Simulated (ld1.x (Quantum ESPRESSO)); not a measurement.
How hard is this Mg (Z = 12) PAW potential?

```
Element                 : magnesium
Generator               : ld1.x (Quantum ESPRESSO) 7.5
Type                    : PAW
Functional              : PBEsol
Relativity              : non-relativistic
Frozen core             : [He]
Valence charge          : 10
Reference configuration : 2s2 2p6 3s2 3p0
Partial waves           : 2s (bound): rcut 1.00, rcutus 1.25 bohr; 3s (bound): rcut 1.00, rcutus 1.25 bohr; 2p (bound): rcut 1.25, rcutus 1.30 bohr; 3p (bound, empty): rcut 1.25, rcutus 1.30 bohr; 3d channel at -0.05 Ry: rcut 1.20, rcutus 1.30 bohr
Local potential         : all-electron potential smoothed inside 0.95 bohr (lloc = -2)
Core correction         : a·sin(br)/r model core, default radius (ld1.x builds one for every PAW set, though the input has nlcc=.false.)
Augmentation charge     : PSQ, inside the norm-conserving radii
```

The pseudo-atom Hamiltonian at the reference potential is diagonalised in spherical Bessel functions j_l(qr) that vanish at 20 bohr, with q² up to the cutoff. All-electron valence levels (Ry): 2s -5.8285, 3s -0.3434, 2p -3.4245, 3p -0.0965.

Problem. How do the lowest levels (Ry) of each channel move with the cutoff, and are there ghosts?

Solution.

| cutoff (Ry) | s #1 | s #2 | s #3 | p #1 | p #2 | d #1 | f #1 | Σ f·Δε (mRy) |
| --- | --- | --- | --- | --- | --- | --- | --- | --- |
| 8 | -5.1928 | -0.2563 | 0.0145 | -2.0851 | -0.0401 | 0.0547 | 0.1085 | 9483.0 |
| 15 | -5.6802 | -0.2923 | 0.0101 | -3.0892 | -0.0649 | 0.0547 | 0.1085 | 2411.4 |
| 21 | -5.7933 | -0.3080 | 0.0082 | -3.2962 | -0.0714 | 0.0547 | 0.1085 | 911.8 |
| 35 | -5.8271 | -0.3264 | 0.0061 | -3.4156 | -0.0793 | 0.0547 | 0.1085 | 91.4 |
| 45 | -5.8281 | -0.3367 | 0.0049 | -3.4233 | -0.0836 | 0.0547 | 0.1085 | 22.2 |
| 60 | -5.8284 | -0.3429 | 0.0041 | -3.4240 | -0.0913 | 0.0547 | 0.1085 | 4.8 |
| 80 | -5.8286 | -0.3433 | 0.0041 | -3.4245 | -0.0962 | 0.0547 | 0.1085 | 1.1 |
| 110 | -5.8286 | -0.3434 | 0.0040 | -3.4245 | -0.0964 | 0.0547 | 0.1085 | 0.4 |
| 400 | -5.8286 | -0.3435 | 0.0040 | -3.4246 | -0.0965 | 0.0547 | 0.1085 | 0.0 |

Result: no extra level below or beside the all-electron valence levels (s, p, d, f tested); 10 mRy is reached at 55 Ry and 1 mRy at 90 Ry.
